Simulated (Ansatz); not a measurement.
Relaxation of Al$_{2}$ClH$_{5}$O (9 atoms, charge 0, multiplicity 1), to a largest force component of 0.03 eV/Å in at most 50 steps.

Method: RKS r2SCAN-D4/def2-SVP (Ansatz 0.2.0).

```xyz
9
Properties=species:S:1:pos:R:3:forces:R:3
Al -0.115 -0.149 -0.460 -0.01 -0.74 0.37
Cl 0.403 -0.473 2.910 -0.06 -0.78 -0.88
H 1.332 0.382 -0.814 -0.01 0.00 -0.01
H -1.446 0.699 -0.551 -0.01 0.00 0.01
O -0.258 -1.850 -0.047 0.06 0.75 -0.05
Al -0.847 -3.448 -0.182 0.02 -0.01 -0.02
H -0.400 -4.468 0.947 -0.03 0.01 0.00
H -1.778 -3.828 -1.411 0.03 0.00 0.02
H 0.358 -1.488 2.040 0.00 0.78 0.55
```

Q: Where does it end, and by what steps?

A: The forces met the threshold. After 20 steps the energy has fallen by 1.170 eV; Cl2 moved furthest, 1.29 Å. Parted: Cl2–H9 (1.34 → 2.58 Å). Joined: Al1–Cl2 (3.42 → 2.17 Å), O5–H9 (2.21 → 0.98 Å).

```tsv
step	energy less start (eV)	largest force component (eV/Å)	accepted
0	0.0000	0.877	yes
1	-0.0998	0.342	yes
2	-0.1778	0.488	yes
3	-0.2194	0.563	yes
4	-0.2517	0.518	yes
5	-0.3261	0.849	yes
6	-0.4247	1.092	yes
7	-0.5649	1.267	yes
8	-0.7313	1.255	yes
9	-0.9563	0.821	yes
10	-0.3585	10.325	no
11	-1.0385	0.781	yes
12	-1.1017	0.332	yes
13	-1.1377	0.267	yes
14	-1.1499	0.174	yes
15	-1.1599	0.219	yes
16	-1.1661	0.123	yes
17	-1.1625	0.327	no
18	-1.1692	0.032	yes
19	-1.1703	0.031	yes
20	-1.1705	0.014	yes
```

```xyz
9
Properties=species:S:1:pos:R:3
Al -0.038 -0.087 0.148
Cl 0.683 0.503 2.111
H 1.074 -0.182 -0.987
H -1.525 0.366 -0.197
O -0.255 -1.960 0.714
Al -0.779 -3.419 -0.127
H -0.769 -4.726 0.749
H -1.168 -3.175 -1.628
H 0.023 -1.944 1.648
```

Run time: 78 s on 2 threads of Arm Neoverse V1 (shared host), peak memory 0.15 GiB.
